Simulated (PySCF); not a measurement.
# Optical rotation: SMILES ClCC[C@]12CC[C@H]1C2, C₇H₁₁Cl

Geometry:
```tsv
atom	x (Å)	y (Å)	z (Å)
Cl1	3.830	-0.979	0.542
C2	2.338	-0.020	0.343
C3	1.138	-0.925	0.098
C4	-0.101	-0.099	-0.101
C5	-0.853	0.619	1.020
C6	-2.187	0.265	0.328
C7	-1.409	-0.435	-0.778
C8	-0.462	0.542	-1.407
H9	2.500	0.649	-0.502
H10	2.212	0.561	1.256
H11	1.315	-1.537	-0.789
H12	1.008	-1.596	0.950
H13	-0.737	0.138	1.988
H14	-0.636	1.682	1.120
H15	-2.792	1.111	0.002
H16	-2.806	-0.409	0.915
H17	-1.722	-1.340	-1.271
H18	0.076	0.192	-2.276
H19	-0.721	1.590	-1.444
```

Level of theory: PySCF 2.14.0, TDDFT CAM-B3LYP/def2-SVPD circular dichroism and optical rotation, one conformer, gas phase. Geometry: GFN2-xTB.

The molecule is flexible and this is one conformer; a measurement averages over conformers. Singlets 5 and 6 lie within 0.01 eV of each other, so their separate moments and overlaps can depend on how they mix.

Stereocentres: C4 R, C7 S.

Q: What is the specific rotation at 633, 589.3, 546, 436, 405, 365, 355 nm?

A: [α] in deg dm⁻¹ (g/mL)⁻¹:
```tsv
λ (nm)	origin-invariant length gauge	modified velocity gauge	length gauge (centre of mass)	isotropic polarisability (au)
633	+43.2	+49.3	+41.9	93.5
589.3	+50.9	+58.0	+49.4	93.8
546	+60.9	+69.3	+59.1	94.2
436	+106.7	+120.7	+103.7	95.7
405	+130.0	+146.8	+126.4	96.4
365	+174.6	+196.3	+170.0	97.6
355	+189.6	+213.0	+184.7	97.9
```

Q: And for the mirror image at 589.3 nm?

A: -50.9 deg dm⁻¹ (g/mL)⁻¹ (origin-invariant length gauge): the same size and the opposite sign.

Q: What is the molar rotation [Φ] = [α]·M/100 of the geometry above at 589.3 nm?

A: With M = 130.62 g/mol, +66.5 deg cm² dmol⁻¹ (origin-invariant length gauge).

The first excitation lies at 7.21 eV (172 nm) with R = +19.7 × 10⁻⁴⁰ esu² cm² (velocity form).
